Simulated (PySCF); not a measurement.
Run record for `C=C(C)C#CC(F)(F)F`: B97-D/pcseg-1, grid level 4, start guess huckel, full TDDFT, 6 singlets.

Method: TDDFT B97-D/pcseg-1, vertical, gas phase, core orbitals frozen in the response (PySCF 2.14.0, density-fitted response routines). Geometry: GFN2-xTB. The command runs a driver script over a list of jobs; the input below is this job's line of settings and its coordinates in Å.

Command:
```bash
OMP_NUM_THREADS=1 python probes_run.py task.json out
```

Input:
```
{"job": {"kind": "uv", "xc": "B97-D", "basis": "pcseg-1", "nstates": 6, "ntriplets": 2, "tda": false, "scf": {"guess": "huckel"}, "grid": 4}, "charge": 0, "multiplicity": 1}
C     -1.454651     1.700969    -0.227917
C     -1.080170     0.430107    -0.100765
C     -2.018100    -0.738026    -0.127628
C      0.285067     0.101200     0.069900
C      1.437929    -0.212532     0.216500
C      2.833398    -0.567310     0.392948
F      3.050015    -1.224582     1.546302
F      3.634859     0.511472     0.409888
F      3.285012    -1.364736    -0.591510
H     -0.742212     2.507194    -0.204358
H     -2.489828     1.965411    -0.357951
H     -1.946124    -1.299424     0.802779
H     -3.041492    -0.399013    -0.261289
H     -1.754380    -1.411201    -0.942233
```

Question: What does the run print?

Answer: 
```
final grid: 336696 points
cycle   1  E = -513.3348280280  dE =  1.387e+01  |g| = 8.526e+00  |ddm| = 1.056e+01
cycle   2  E = -380.1303793992  dE =  1.332e+02  |g| = 1.070e+01  |ddm| = 4.811e+02
cycle   3  E = -316.6160577836  dE =  6.351e+01  |g| = 1.349e+01  |ddm| = 4.858e+02
cycle   4  E = -529.3536509773  dE = -2.127e+02  |g| = 2.615e+00  |ddm| = 1.213e+02
cycle   5  E = -528.9250896243  dE =  4.286e-01  |g| = 2.616e+00  |ddm| = 5.241e+00
cycle   6  E = -530.5212460400  dE = -1.596e+00  |g| = 7.794e-01  |ddm| = 3.363e+00
cycle   7  E = -530.5634116544  dE = -4.217e-02  |g| = 6.239e-01  |ddm| = 1.317e+00
cycle   8  E = -530.6541544283  dE = -9.074e-02  |g| = 1.771e-01  |ddm| = 7.214e-01
cycle   9  E = -530.6600391401  dE = -5.885e-03  |g| = 7.181e-02  |ddm| = 2.204e-01
cycle  10  E = -530.6615061416  dE = -1.467e-03  |g| = 1.758e-02  |ddm| = 8.873e-02
cycle  11  E = -530.6615844341  dE = -7.829e-05  |g| = 2.870e-03  |ddm| = 2.185e-02
cycle  12  E = -530.6615863323  dE = -1.898e-06  |g| = 1.453e-03  |ddm| = 4.649e-03
cycle  13  E = -530.6615868043  dE = -4.720e-07  |g| = 3.485e-04  |ddm| = 1.710e-03
cycle  14  E = -530.6615868290  dE = -2.471e-08  |g| = 1.418e-04  |ddm| = 4.854e-04
cycle  15  E = -530.6615868331  dE = -4.099e-09  |g| = 4.157e-05  |ddm| = 1.604e-04
cycle  16  E = -530.6615868333  dE = -1.426e-10  |g| = 2.872e-05  |ddm| = 6.380e-05
converged SCF energy = -530.6615868333

Static polarisability (au): isotropic 68.576, principal 38.424 61.194 106.109

Singlet excitations
state   eV       nm        f      main configurations
  1   5.2267    237.2   0.00004   H-1->L 1.00
  2   5.4522    227.4   0.27784   H->L 0.82, H-1->L+1 0.11
  3   5.6353    220.0   0.00001   H->L+1 1.00
  4   6.5590    189.0   0.05123   H-2->L 0.77, H->L+2 0.14
  5   7.3447    168.8   0.00020   H->L+3 0.92
  6   7.3518    168.6   0.00071   H-3->L 0.89

Triplet excitations (Tamm-Dancoff, eV): 3.4753 4.9316
```

H and L stand for HOMO and LUMO; the number after each pair is its weight.

Question: How does the lowest singlet excitation compare with the HOMO–LUMO gap?

Answer: HOMO -6.56 eV and LUMO -2.31 eV give a gap of 4.25 eV; S1 at 5.23 eV lies 0.98 eV above it.

Question: Give the mean polarisability as a volume in Å³, and the ratio of the largest to the smallest principal value.

Answer: 68.576 au × 0.148185 = 10.16 Å³; 106.109/38.424 = 2.76.

In short: SCF converged in 16 cycles with 151 basis and 822 fitting functions; HOMO -6.56 eV, LUMO -2.31 eV; lowest singlet 5.23 eV; lowest triplet 3.48 eV (Tamm–Dancoff); mean polarisability 68.6 au.

Time: 80 s of wall time; peak memory 0.65 GiB. Hardware: an Arm Neoverse N1 with one thread, on a shared host.

The pairwise dispersion term of B97-D wasn't added to the energies; at a given geometry it leaves orbitals and properties as they are.
